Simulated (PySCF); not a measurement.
## TeH⁺: energy against distance

Set-up: basis Te def2-SVP with ECP28, H def2-SVP; scalar-relativistic core potentials; PySCF 2.14. Energies in eV from Te⁺ + H in their ground configurations at the same level. State: ³Σ⁻ (triplet), unpaired electrons π ↑↑.

All columns are PBE0. A positive dipole points towards H; it is taken about the centre of mass and depends on that origin.

| R (Å) | E (eV) | μ (D) | Mulliken charge on Te (basis-dependent) | HOMO (eV) | LUMO (eV) | Mayer bond order | ⟨S²⟩ |
| --- | --- | --- | --- | --- | --- | --- | --- |
| 1.443 | -2.093 | 0.82 | 0.93 | -15.60 | -11.39 | 0.98 | 2.00 |
| 1.510 | -2.445 | 0.81 | 0.90 | -15.57 | -11.36 | 0.97 | 2.00 |
| 1.577 | -2.646 | 0.81 | 0.88 | -15.54 | -11.33 | 0.97 | 2.00 |
| 1.628 | -2.720 | 0.82 | 0.86 | -15.52 | -11.31 | 0.96 | 2.01 |
| 1.678 | -2.742 | 0.83 | 0.85 | -15.50 | -11.29 | 0.96 | 2.01 |
| 1.728 | -2.721 | 0.84 | 0.84 | -15.48 | -11.27 | 0.96 | 2.01 |
| 1.796 | -2.643 | 0.88 | 0.83 | -15.46 | -11.25 | 0.95 | 2.01 |
| 1.879 | -2.485 | 0.93 | 0.82 | -15.43 | -11.22 | 0.95 | 2.01 |
| 1.980 | -2.238 | 1.01 | 0.81 | -15.40 | -11.18 | 0.94 | 2.02 |
| 2.114 | -1.859 | 1.15 | 0.80 | -15.37 | -11.12 | 0.91 | 2.04 |

A fit through these points gives, at Re = 1.677 Å, μ = 0.83 D and dμ/dR = 0.283 D/Å; the reduced mass is 1.0 u.

Q: How strong is the fundamental in the double-harmonic approximation, I = 42.26·(dμ/dR)²/μred km/mol?

A: I = 42.26·(0.283)²/1.0 = 3.38 km/mol at PBE0.

These are scalar-relativistic numbers at best; spin–orbit coupling would shift them, the dissociation energy most. For an ion De counts to the pair picked by the measured ionisation energies or electron affinities, which need not be the lowest pair at this level. The state was picked by a PBE0 search and need not be the measured ground state.
